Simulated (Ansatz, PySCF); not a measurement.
This PySCF input computes a PBE0/def2-TZVPD energy:

```python
from pyscf import gto, scf, dft

mol = gto.M(
    atom='''
    Te    0.00213962   -0.29871663    0.24641400
    Cl   -2.40903513   -0.51573162   -0.18505640
    Cl    0.00038125    1.95521778   -0.32968611
    Cl    2.40210915   -0.52576471   -0.23899445
    ''',
    basis='def2-tzvpd',
    ecp='def2-tzvp',
    charge=0,
    spin=1,
    verbose=4,
)

mf = dft.UKS(mol, xc='pbe0').density_fit(auxbasis='def2-universal-jkfit')
mf.grids.level = 3
mf.conv_tol = 1e-9
mf.max_cycle = 100
mf.max_memory = 1500
mf.kernel()
if not mf.converged:
    mf = mf.newton()
    mf.kernel(mf.make_rdm1())
for _ in range(2):
    mo, _, stable, _ = mf.stability(return_status=True)
    if stable:
        break
    mf.kernel(mf.make_rdm1(mo, mf.mo_occ))
mf.analyze()
```

Q: Write an input for the same energy in Ansatz (a quantum-chemistry and plane-wave program) and say what it gives.

A: 
Ansatz 0.2 input:
```yaml
crystal:
  periodic: [false, false, false]
  atoms:
    - {symbol: Te, position_ang: [0.00213962, -0.29871663, 0.24641400]}
    - {symbol: Cl, position_ang: [-2.40903513, -0.51573162, -0.18505640]}
    - {symbol: Cl, position_ang: [0.00038125, 1.95521778, -0.32968611]}
    - {symbol: Cl, position_ang: [2.40210915, -0.52576471, -0.23899445]}
basis:
  gaussian:
    orbitals: def2-TZVPD
hamiltonian:
  xc: {name: PBE0}
magnetization: {spin_polarized: true, initial_magnetization: 1}
output: {forces: true}
```
It gives -1648.26339 Eh, and PySCF -1648.26342 Eh, a difference of 0.03 mEh, from the treatment of integrals and grids.

It need not be the lowest isomer of its formula.
